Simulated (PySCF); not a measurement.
Isomers of Si5H12 and their computed core-level spectra.

Computed with delta-SCF UKS SCAN, pcX-2 on the ionised atom, pcseg-1 elsewhere, spin-free X2C in PySCF 2.14.0. Geometries: PBE0-D3(BJ)/def2-SVP; isolated species, one conformer each.

Line lists (1s up to Mg, 2p3/2 beyond; areas count atoms within a level, one atom standing for each set equivalent by bonding):
1. Si 2p3/2: 106.10 (area 1), 106.14 (area 2), 106.45 (area 2) eV
2. Si 2p3/2: 105.65 (area 1), 106.37 (area 4) eV
3. Si 2p3/2: 105.87 (area 1), 106.11 (area 1), 106.38 (area 2), 106.41 (area 1) eV

Structures:
A. `[SiH2]([SiH2][SiH3])[SiH2][SiH3]`
B. `[SiH3][Si]([SiH3])([SiH3])[SiH3]`
C. `[SiH3][SiH2][SiH]([SiH3])[SiH3]`

Q: Match each list to its structure.

A: 
- 1 = A: no other candidate has these counts of sites. Si 2p3/2: 106.10 SiH2 silicon, 106.14 SiH2 silicon (×2), 106.45 SiH3 silicon (×2).
- 2 = B: no other candidate has these counts of sites. Si 2p3/2: 105.65 four-coordinate silicon, 106.37 SiH3 silicon (×4).
- 3 = C: no other candidate has these counts of sites. Si 2p3/2: 105.87 SiH silicon, 106.11 SiH2 silicon, 106.38 SiH3 silicon (×2), 106.41 SiH3 silicon.

2p3/2 and 2p1/2 are the ΔSCF energy of one spin-free 2p hole plus the eigenvalues of a spin–orbit and ligand-field matrix of the shell.
